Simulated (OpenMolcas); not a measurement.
Re4+ among 6 point charges of -1.7 e arranged as an octahedron (Oh).

| Quantity | Value |
| --- | --- |
| Program | OpenMolcas 26.06 |
| Method | CASSCF |
| Basis | ANO-RCC-VDZP [7s6p4d2f1g] |
| Scalar Hamiltonian | DKH2, point nucleus |
| Active space | 3 electrons in 5 orbitals (5d) |
| State averaging | 2S+1 = 4 even, 10 roots; 2S+1 = 2 even, 40 roots |
| Spin-orbit coupling | RASSI with atomic mean-field integrals over the reference wave functions |

All point charges move together. At R = 1.92 Å |10Dq| is 14267 cm-1, and at R = 2.11 Å it is 9342 cm-1.

Problem. A third run gives 7397 cm-1. What distance was it run at?

Solution. With a power law R^-n the two known points give n = -ln(9342 / 14267) / ln(2.11 / 1.92) = 4.49. Then R = 1.92 × (14267 / 7397)^(1/4.49) = 2.222 Å. The run was at 2.22 Å, so the estimate is off by +0.002 Å.

Without dynamic correlation the repulsion within the d shell is too large (B by tens of per cent), so at a given field states of lower spin stand too high. Spin-orbit coupling mixes the spin-free states strongly: the lowest level takes only 65 % from its leading state, 4A2 (figures for R = 2.11; the like holds for R = 2.22). This field is weak: 10Dq is about 14267 cm-1, while octahedral complexes of 5d ions of charge 3 and more, computed by the same method with explicit ligands, had a median near 35000 cm-1. Ground spin and moment need not be those of a real site (figures for R = 1.92; the like holds for R = 2.11, R = 2.22). Point charges carry no covalency, so the field is a model and not that of real ligands. No measured value stands beside these numbers.
